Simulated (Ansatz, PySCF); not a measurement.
Gas-phase reaction in SMILES: NB(N)F -> [NH]B(N)F + H atom (the H-N bond at the site shown breaks; other sites are not compared here)
Structures are relaxed separately at B3LYP-D3(BJ)/def2-TZVP in Ansatz (a program for electronic structure), one conformer each, not searched for the lowest. Frequencies are from Ansatz.
Geometry of the first species:
```xyz
8

B      0.0014     0.0156     0.0056
F      0.1193     1.2867     0.4613
N      1.1907    -0.7037    -0.2412
N     -1.3015    -0.4919    -0.1874
H      1.2201    -1.6480    -0.5787
H      2.0929    -0.2912    -0.0857
H     -2.1138     0.0663     0.0051
H     -1.5042    -1.4165    -0.5199
```

Property: bond dissociation energy (enthalpy at 298 K, with B3LYP-D3(BJ) rigid-rotor harmonic-oscillator terms), in kcal/mol. Correlated levels leave the core frozen unless marked. UHF or UKS for open shells. No spin-orbit coupling. Non-relativistic. Basis-set limits of correlation are two-point, X^-3; Hartree-Fock from the larger set.

CCSD(T)/CBS(cc-pVTZ,cc-pVQZ) (Ansatz) gives 116.2 kcal/mol.

### Question
Another calculation gave 110.4 kcal/mol. Which level was it?
A. wB97X-V/def2-TZVPD (Ansatz)
B. r2SCAN0/def2-TZVPD (Ansatz)
C. SVWN5/def2-TZVPD (Ansatz)
D. HF/def2-TZVPD (PySCF)

### Answer
B, r2SCAN0/def2-TZVPD (Ansatz). The others give 113.9 (wB97X-V), 127.1 (SVWN5), 84.9 (HF) kcal/mol.
